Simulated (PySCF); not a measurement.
# Correlation energy of Li+ (lithium, charge +1)

1s2, closed-shell 1S. All numbers are calculated (PySCF 2.14, the non-relativistic Hamiltonian (point nucleus), in def2-SVP (3s2p, 9 functions)). Frozen: nothing; 2 electrons correlated.

Total MP2 correlation energy: -1.97 mhartree.

Same-spin part 0.00 and opposite-spin part -1.97 mhartree; SCS-MP2 scales them by 1/3 and 6/5 to -2.36 mhartree.

With two correlated electrons CCSD is exact within the correlated space (frozen core and kept virtual orbitals).

| level | correlation energy (mhartree) |
| --- | --- |
| CCSD | -2.09 |

Diagnostics: T1 = 0.00046, D1 = 0.0007, largest double amplitude 0.010.

**Question.** Is a single reference adequate?

**Answer.** Yes: T1 lies below 0.03 and no double amplitude reaches 0.07.
